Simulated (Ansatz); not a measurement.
`FC[SiH](F)[AlH2]` + H₂S → `FC[SiH](F)S` + `[AlH3]` at 298.15 K and 1 bar (cleavage of the Si–Al bond).

Isolated molecules relaxed with PBE0-D4/def2-TZVP in Ansatz; ΔE leaves out vibrations. CCSD(T)/CBS adds triple-zeta CCSD(T) − MP2 to the extrapolated MP2 energy (def2 sets, frozen cores). This one scheme is used for every species. Each species was taken in one conformer, which may not be the lowest.

```tsv
species	CCSD(T)/CBS energy (Eh)	H − E (kJ/mol)	S (J/(mol·K))
`FC[SiH](F)[AlH2]`	-771.76241	167.9	377.1
H₂S	-398.97279	49.9	205.7
`FC[SiH](F)S`	-926.98460	156.6	349.8
`[AlH3]`	-243.78045	58.9	207.5
```

H − E and S are ideal-gas, rigid-rotor, harmonic terms from PBE0-D4/def2-TZVP, for one conformer and one mirror image of each species. 1 Eh = 2625.50 kJ/mol, R = 8.31446 J/(mol·K).

Problem. By hand: ΔE, ΔH, ΔS and ΔG.

Solution. ΔE = (-926.98460) + (-243.78045) − (-771.76241) − (-398.97279) = -0.02985 Eh = -78.4 kJ/mol. Δ(H − E) = 156.6 + 58.9 − 167.9 − 49.9 = -2.3, so ΔH = -80.7 kJ/mol. ΔS = 349.8 + 207.5 − 377.1 − 205.7 = -25.5 J/(mol·K). ΔG = -80.7 − 298.15 × (-25.5)/1000 = -73.1 kJ/mol.

Problem. By hand: the equilibrium constant, and the temperature at which ΔG would vanish if ΔH and ΔS stayed fixed.

Solution. log₁₀ K = −ΔG/(RT ln 10) = 12.8. ΔG = 0 at ΔH/ΔS = 3165 K, far beyond where these terms or the molecules hold.

ΔH outweighs TΔS. A doubt of 5 kJ/mol in ΔE shifts log₁₀ K by 0.9 here. Other conformers and mirror images would add mixing entropy, several J/(mol·K) or more a flexible species. These are equilibria of isolated gas molecules and say nothing of rates. Largest T1 diagnostic: 0.012 (customary marks: 0.02 for closed shells, 0.045 for open ones).
